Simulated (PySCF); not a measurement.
## Dipole response of Ag⁻ (silver, charge -1)

[Kr] 4d10 5s2, closed-shell 1S. All numbers are calculated (PySCF 2.14, a scalar-relativistic core potential, in def2-QZVPPD with the def2 core potential (28 electrons)). Coupled (time-dependent) response in atomic units; α is the mean over directions.

```
 method  mean α (bohr³)  C₆ (like pair)  S(−4)
    UHF           257.9            3817  53210
wB97X-V           194.1            2721  26880
```

S(−4) is the Cauchy moment in α(ω) = α(0) + S(−4) ω² + …

α(iu) at wB97X-V:

```csv
u (hartree),α(iu) (bohr³)
0,194.1
0.0500,145.8
0.100,88.53
0.200,41.35
0.300,25.43
0.500,13.85
0.750,8.599
1.00,6.093
1.50,3.663
2.00,2.490
3.00,1.375
5.00,0.5953
```

A single London oscillator, α(iu) = α/(1 + u²/ω²), gives C₆ = (3/4) ω α². Matching the computed C₆ needs ω = 4 × 2721 / (3 × 194.1²) = 0.0963 hartree.

For an ion, C₆ is the dispersion term alone; charge-induced terms of lower order in 1/R come first.

Energies and moments cover only the electrons outside the core potential.
